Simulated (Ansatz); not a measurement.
Mulliken charges of `[CH3][Zr]([OH])([Cl])[Cl]` from ωB97M-V/def2-TZVPP in Ansatz (PBE0-D4/def2-TZVP geometry).

```json
{"atom": "C1", "x (Å)": "-1.385", "y (Å)": "-0.156", "z (Å)": "0.220", "charge (e)": "-0.595"}
{"atom": "Zr2", "x (Å)": "0.657", "y (Å)": "0.278", "z (Å)": "-0.454", "charge (e)": "1.030"}
{"atom": "O3", "x (Å)": "1.770", "y (Å)": "-0.475", "z (Å)": "0.876", "charge (e)": "-0.458"}
{"atom": "Cl4", "x (Å)": "0.901", "y (Å)": "-0.780", "z (Å)": "-2.538", "charge (e)": "-0.267"}
{"atom": "Cl5", "x (Å)": "0.832", "y (Å)": "2.620", "z (Å)": "-0.556", "charge (e)": "-0.267"}
{"atom": "H6", "x (Å)": "-1.579", "y (Å)": "0.293", "z (Å)": "1.200", "charge (e)": "0.127"}
{"atom": "H7", "x (Å)": "-1.550", "y (Å)": "-1.236", "z (Å)": "0.301", "charge (e)": "0.127"}
{"atom": "H8", "x (Å)": "-2.113", "y (Å)": "0.249", "z (Å)": "-0.493", "charge (e)": "0.127"}
{"atom": "H9", "x (Å)": "2.467", "y (Å)": "-0.792", "z (Å)": "1.444", "charge (e)": "0.176"}
```

Q: By hand: the dipole of these point charges (1 e Å = 4.8032 D).

A: Σ q r = (-0.004, -0.122, 0.209) e Å, of length 0.242 e Å = 1.16 D.

Q: How does the dipole of the full density compare? (Best estimate.)

A: The calculation gave: (0.178, -0.271, 0.470) e Å, 2.74 D; the point charges give 0.42 times that, at 19° from its direction.

Point charges leave out the atoms' own dipoles, such as those of lone pairs, and Mulliken's split depends on the basis, so the two needn't agree.
